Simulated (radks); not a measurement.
The mercury ion Hg0.5+, 79.5 electrons, occupied as [Xe] 4f14 5d10 6s(up 1, down 0.5) (fractional occupations, a model configuration). Method: scalar-relativistic Kohn-Sham, LDA (Slater exchange, Perdew-Wang correlation), spin-polarised, spherical densities, point nucleus; computed with a radial shooting solver on a logarithmic mesh with Libxc functionals.

Unscreened Slater integrals over Kohn-Sham orbitals (hartree). They are taken over the spin-up orbitals.

| integral | value |
|---|---|
| F0(6s,6s) | 0.35068 |
| F0(6s,5d) | 0.41748 |
| G2(6s,5d) | 0.098467 |
| F0(6s,5p) | 0.43958 |
| G1(6s,5p) | 0.029777 |
| F0(5d,5d) | 0.61013 |
| F2(5d,5d) | 0.31114 |
| F4(5d,5d) | 0.20459 |
| F0(5d,5p) | 0.70531 |
| F2(5d,5p) | 0.34310 |
| G1(5d,5p) | 0.41074 |
| G3(5d,5p) | 0.25347 |
| F0(5p,5p) | 0.86594 |
| F2(5p,5p) | 0.46559 |
